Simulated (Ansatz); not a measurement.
# Molecular dynamics, step by step

C$_{2}$H$_{6}$Ge (SMILES C#C.[GeH4]), closed shell, PBE0-D4/cc-pVDZ (Ansatz 0.2.0). Settings (timestep in fs, temperature in K; T counts 21 degrees of freedom):

```yaml
hamiltonian: {xc: pbe0, dispersion: d4}
md: {n_steps: 40, timestep: 0.75, temperature: 1000, ensemble: nvt_nose_hoover, seed: 818, initial_velocities: maxwell_boltzmann}
```

Start (the SMILES describes the start alone):

| atom | x (Å) | y (Å) | z (Å) |
| --- | --- | --- | --- |
| C1 | 0.0867 | -0.9004 | -1.9714 |
| C2 | 0.0701 | 0.2791 | -2.1754 |
| H3 | 0.1009 | -1.9496 | -1.7906 |
| H4 | 0.0556 | 1.3286 | -2.3548 |
| Ge5 | -0.0622 | 0.2468 | 1.6535 |
| H6 | -1.2333 | -0.6499 | 1.2336 |
| H7 | -0.1622 | 1.5983 | 0.9345 |
| H8 | 1.2665 | -0.4313 | 1.2985 |
| H9 | -0.1222 | 0.4784 | 3.1719 |

| step | time (fs) | potential energy less the start (meV) | kinetic energy (meV) | T (K) |
| --- | --- | --- | --- | --- |
| 0 | 0.00 | 0.0 | 904.8 | 1000 |
| 2 | 1.50 | 41.2 | 864.6 | 955 |
| 4 | 3.00 | 163.7 | 743.4 | 822 |
| 6 | 4.50 | 280.0 | 627.8 | 694 |
| 8 | 6.00 | 348.2 | 559.4 | 618 |
| 10 | 7.50 | 378.9 | 528.7 | 584 |
| 12 | 9.00 | 400.9 | 506.0 | 559 |
| 14 | 10.50 | 460.3 | 447.6 | 495 |
| 16 | 12.00 | 524.0 | 386.0 | 427 |
| 18 | 13.50 | 501.1 | 409.1 | 452 |
| 20 | 15.00 | 405.8 | 503.5 | 556 |
| 22 | 16.50 | 325.4 | 584.7 | 646 |
| 24 | 18.00 | 282.2 | 629.4 | 696 |
| 26 | 19.50 | 263.1 | 649.5 | 718 |
| 28 | 21.00 | 265.5 | 649.4 | 718 |
| 30 | 22.50 | 246.6 | 669.7 | 740 |
| 32 | 24.00 | 206.9 | 710.1 | 785 |
| 34 | 25.50 | 203.4 | 714.9 | 790 |
| 36 | 27.00 | 259.7 | 661.9 | 732 |
| 38 | 28.50 | 311.8 | 611.5 | 676 |
| 40 | 30.00 | 357.5 | 567.2 | 627 |

Step 2, positions (Å) and forces (eV/Å):

```tsv
atom	x	y	z	Fx	Fy	Fz
C1	0.097	-0.903	-1.962	-0.164	0.838	0.029
C2	0.058	0.289	-2.183	0.320	0.519	-0.105
H3	0.072	-1.926	-1.679	0.019	-0.497	-0.016
H4	0.131	1.365	-2.377	-0.176	-0.863	0.095
Ge5	-0.062	0.246	1.653	0.386	-0.407	-0.589
H6	-1.249	-0.649	1.251	0.025	-0.041	0.054
H7	-0.214	1.579	0.905	0.129	0.032	-0.040
H8	1.287	-0.489	1.303	-0.499	0.346	0.063
H9	-0.087	0.509	3.142	-0.040	0.072	0.509
```

Step 4, positions (Å) and forces (eV/Å):

```tsv
atom	x	y	z	Fx	Fy	Fz
C1	0.107	-0.905	-1.953	-0.373	1.641	0.112
C2	0.046	0.299	-2.191	0.719	-0.358	0.064
H3	0.043	-1.913	-1.568	0.059	0.148	-0.338
H4	0.202	1.384	-2.398	-0.408	-1.437	0.161
Ge5	-0.062	0.244	1.652	0.535	-0.656	-0.936
H6	-1.264	-0.650	1.269	0.102	-0.032	0.131
H7	-0.263	1.560	0.875	0.252	-0.030	-0.015
H8	1.296	-0.539	1.308	-0.829	0.610	0.089
H9	-0.053	0.542	3.123	-0.058	0.114	0.731
```

Step 26, positions (Å) and forces (eV/Å):

```csv
atom,x,y,z,Fx,Fy,Fz
C1,0.127,-0.809,-1.774,-0.732,2.815,-0.844
C2,0.043,0.321,-2.281,0.957,-2.420,0.761
H3,-0.054,-1.646,-1.134,0.119,-0.438,-0.067
H4,0.312,1.233,-2.791,-0.351,-0.029,0.025
Ge5,-0.066,0.225,1.637,0.477,-0.974,-0.898
H6,-1.305,-0.708,1.771,0.183,0.171,-0.144
H7,-0.288,1.312,0.570,-0.049,-0.061,0.110
H8,1.195,-0.678,1.189,-0.829,0.638,0.385
H9,0.165,0.851,2.980,0.225,0.298,0.671
```

Last step (40):

```tsv
atom	x (Å)	y (Å)	z (Å)
C1	0.0640	-0.6752	-1.6350
C2	0.1391	0.2739	-2.3420
H3	0.1247	-1.6607	-1.2797
H4	-0.1202	1.0929	-2.9886
Ge5	-0.0705	0.2106	1.6278
H6	-1.2471	-0.6625	2.0637
H7	-0.2514	1.1740	0.4691
H8	1.1072	-0.6147	1.1734
H9	0.3384	1.0355	2.8851
```

The run took about 39 s on 4 CPU threads of an Arm Neoverse V2 (shared host).
